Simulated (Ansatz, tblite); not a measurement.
Forces on Si₄Te₃⁺ at its PBE-D4/def2-SVP geometry. The state is a doublet with charge 1.

In the def2 sets Te takes a core potential; there is no spin–orbit coupling. The xTB rows come from tblite. The structure comes from a short search, and lower isomers may exist.

GFN1-xTB (tblite), largest force 0.84 eV/Å:

```xyz
7
positions Å, forces eV/Å
Si    0.285    0.324   -2.169   -0.167   -0.455    0.194
Si   -0.480    0.188    2.145    0.223    0.066   -0.542
Si    1.114    0.332    0.082   -0.448   -0.037   -0.523
Si   -1.011   -1.089    0.121    0.189   -0.142    0.394
Te   -1.445    1.479   -0.324    0.650   -0.296    0.190
Te    2.096    0.955    2.223   -0.506    0.036    0.176
Te   -0.559   -2.188   -2.079    0.060    0.828    0.112
```

GFN2-xTB (tblite), largest force 1.60 eV/Å:

```
Si 0.195 0.337 -0.141
Si -0.690 -0.114 0.100
Si 0.680 0.365 -1.405
Si -0.792 -0.356 0.881
Te 0.408 -0.268 0.237
Te 0.201 0.202 0.544
Te -0.002 -0.167 -0.217
```

PBE0-D4/def2-TZVP (Ansatz), largest force 0.72 eV/Å:

```
Si -0.121 -0.141 0.371
Si 0.230 0.039 -0.302
Si -0.315 0.061 0.250
Si 0.204 0.338 -0.298
Te 0.445 -0.557 0.069
Te -0.436 -0.148 -0.423
Te -0.007 0.408 0.334
```
